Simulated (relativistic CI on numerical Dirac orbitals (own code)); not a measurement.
**Crystal-field levels of Gd3+, 4f7**

Calculated by Dirac-Coulomb-Breit CI, separate exchange-only KLI orbitals for each configuration, QED by a radiative potential, valence Slater integrals scaled by 0.7, one configuration in a parametric crystal field (own radial code).

Field parameters in Wybourne normalisation; cubic f-shell fields have B⁴₄ = √(5/14) B⁴₀ and B⁶₄ = −√(7/2) B⁶₀. The field is a parameter set, without covalency.

S and J are read from ⟨S²⟩ = S(S + 1) and ⟨J²⟩ = J(J + 1) of each level; they are not fictitious spins.

Oh, B40 = 1870, B60 = 610 cm⁻¹, the lowest 10 levels:

```json
{"E (cm⁻¹)": "0.0", "Degeneracy": "2", "Irrep": "Γ7", "S": "3.46", "J": "3.50"}
{"E (cm⁻¹)": "0.1", "Degeneracy": "4", "Irrep": "Γ8", "S": "3.46", "J": "3.50"}
{"E (cm⁻¹)": "0.1", "Degeneracy": "2", "Irrep": "Γ6", "S": "3.46", "J": "3.50"}
{"E (cm⁻¹)": "25556", "Degeneracy": "2", "Irrep": "Γ7", "S": "2.43", "J": "3.56"}
{"E (cm⁻¹)": "25579", "Degeneracy": "4", "Irrep": "Γ8", "S": "2.43", "J": "3.56"}
{"E (cm⁻¹)": "25612", "Degeneracy": "2", "Irrep": "Γ6", "S": "2.43", "J": "3.57"}
{"E (cm⁻¹)": "26241", "Degeneracy": "2", "Irrep": "Γ7", "S": "2.46", "J": "2.67"}
{"E (cm⁻¹)": "26280", "Degeneracy": "4", "Irrep": "Γ8", "S": "2.46", "J": "2.67"}
{"E (cm⁻¹)": "26903", "Degeneracy": "4", "Irrep": "Γ8", "S": "2.47", "J": "1.84"}
{"E (cm⁻¹)": "28210", "Degeneracy": "2", "Irrep": "Γ7", "S": "2.40", "J": "3.52"}
```

Principal g values of the ground doublet: 5.97, 5.97, 5.97.

Oh, B40 = 1590, B60 = 170 cm⁻¹, the lowest 16 levels:

```
E (cm⁻¹)  Degeneracy  Irrep     S     J
     0.0           2     Γ7  3.46  3.50
     0.1           4     Γ8  3.46  3.50
     0.1           2     Γ6  3.46  3.50
   25602           2     Γ7  2.43  3.51
   25630           4     Γ8  2.43  3.51
   25652           2     Γ6  2.43  3.51
   26308           2     Γ7  2.46  2.52
   26342           4     Γ8  2.46  2.52
   26977           4     Γ8  2.47  1.54
   28196           2     Γ7  2.40  3.50
   28249           4     Γ8  2.40  3.50
   28282           2     Γ6  2.40  3.50
   28641           4     Γ8  2.43  4.52
   28696           4     Γ8  2.44  5.75
   28706           4     Γ8  2.45  8.48
   28708           2     Γ6  2.44  8.37
```

Principal g values of the ground doublet: 5.97, 5.97, 5.97.

The next free-ion level lies 25642 cm⁻¹ above the lowest; the field splits the ground level into components whose J stays near 7/2 as long as their spread is small against that gap.

Levels of this model without a field, named by their leading LS term (the scale mimics covalency, so terms lie below those of the real free ion): ⁸S°7/2 0, ⁶P°7/2 25642, ⁶P°5/2 26346, ⁶P°3/2 26993, ⁶I°7/2 28253, ⁶I°9/2 28691, ⁶I°17/2 28719, ⁶I°11/2 29029 cm⁻¹.
